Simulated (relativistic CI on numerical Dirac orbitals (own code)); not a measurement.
Computed by Dirac-Coulomb-Breit CI, separate exchange-only KLI orbitals for each configuration, QED by a radiative potential, unscaled Slater integrals (own radial code, finite nucleus).

Configuration list (outside the closed core [Ne]): 3s², 3s3p, 3p², 3s3d, 3d², 3p3d, 3p4s, 3d4s, 3s4s, 3s4p, 3s4d, 3s4f, 3s5s, 3s5p, 3s5d, 3s5f, 4s², 3s5g, 3s6s, 3s6p, 3s6d. Levels of other configurations are missing.

At this charge energies of transitions that change n are usually good to better than 1 %, and those within a shell (Δn = 0) to a few per cent.

Outline of the computed level scheme of In XXXVIII. Lowest level of each configuration: 3s² ¹S0 at 0.00 eV; 3s3p ³P°0 at 75.18 eV; 3p² ³P0 at 181.40 eV; 3s3d ³D1 at 257.30 eV; 3p3d ³F°2 at 338.54 eV; 3d² ³F2 at 521.07 eV; 3s4s ³S1 at 1172.51 eV; 3s4p ³P°0 at 1211.93 eV; 3p4s ³P°0 at 1263.34 eV.

Some strong electric-dipole decays among the lowest 43 levels: 3s4p ¹P°1 → 3s² ¹S0 (7.8e+12 s⁻¹); 3s4s ¹S0 → 3s3p ¹P°1 (6.7e+12 s⁻¹); 3s4s ³S1 → 3s3p ³P°2 (4.9e+12 s⁻¹); 3s4p ³P°1 → 3s² ¹S0 (4.5e+12 s⁻¹); 3p4s ³P°1 → 3p² ¹D2 (3.0e+12 s⁻¹); 3s4s ³S1 → 3s3p ³P°1 (2.2e+12 s⁻¹); 3p4s ³P°1 → 3p² ³P0 (1.6e+12 s⁻¹); 3s4p ³P°2 → 3s3d ³D3 (1.3e+12 s⁻¹).

LS names give the leading component of a level, which can be under half, so a name can repeat, a term be missing and a line seem to break the LS rules.
